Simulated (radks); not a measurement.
The nuclear charge of the sulfur ion S+ is varied continuously with 15 electrons held in [Ne] 3s2 3p3. Method: scalar-relativistic Kohn-Sham, PBEsol, spin-unpolarised, spherical densities, point nucleus; computed with a radial shooting solver on a logarithmic mesh with Libxc functionals. By the Hellmann-Feynman theorem dE/dZ = E(electron-nucleus)/Z, the electronic potential at the nucleus. The scalar-relativistic energy here is not variational (the density holds large components alone), so the two differ by a part that grows with Z.

| Z | E (hartree) | E(electron-nucleus)/Z (hartree) | HOMO | e(HOMO) (eV) | <r> HOMO (bohr) |
|---|---|---|---|---|---|
| 15 | -341.31343 | -54.3120 | 3p | -5.480 | 2.371 |
| 15.25 | -355.04082 | -55.4806 | 3p | -7.938 | 2.223 |
| 15.5 | -369.06035 | -56.6475 | 3p | -10.643 | 2.098 |
| 15.75 | -383.37169 | -57.8133 | 3p | -13.585 | 1.989 |
| 16 | -397.97459 | -58.9782 | 3p | -16.756 | 1.894 |
| 16.25 | -412.86888 | -60.1425 | 3p | -20.150 | 1.809 |
| 16.5 | -428.05444 | -61.3063 | 3p | -23.764 | 1.733 |
| 16.75 | -443.53117 | -62.4698 | 3p | -27.592 | 1.664 |
| 17 | -459.29903 | -63.6331 | 3p | -31.633 | 1.601 |

The central difference of E at Z = 16 is -58.994 hartree, to compare with the third column; the second derivative is -4.66 hartree.
